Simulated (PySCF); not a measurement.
Computed shifts of a molecule C5H10, PBE/pcSseg-1 in PySCF, GIAO, gas phase, equivalent atoms averaged, in ppm (number of nuclei): ¹³C: 37.7 (1), 35.6 (2), 26.0 (1), 22.9 (1). ¹H: 2.56 (1), 2.26 (2), 2.06 (1), 1.93 (1), 1.75 (2), 1.32 (3). References: ¹³C against TMS (σ = 182.0 ppm); ¹H against TMS (σ = 31.49 ppm), references at their B3LYP-D3(BJ)/def2-TZVP geometries, non-relativistic. Geometry: PBE0-D3(BJ)/def2-SVP. One conformer was computed; it need not be the lowest.

Question: Identify the compound among the candidates.
A) C[C@H]1C[C@@H]1C
B) CC=C(C)C
C) C1CCCC1
D) CC1CCC1

Answer: D, CC1CCC1
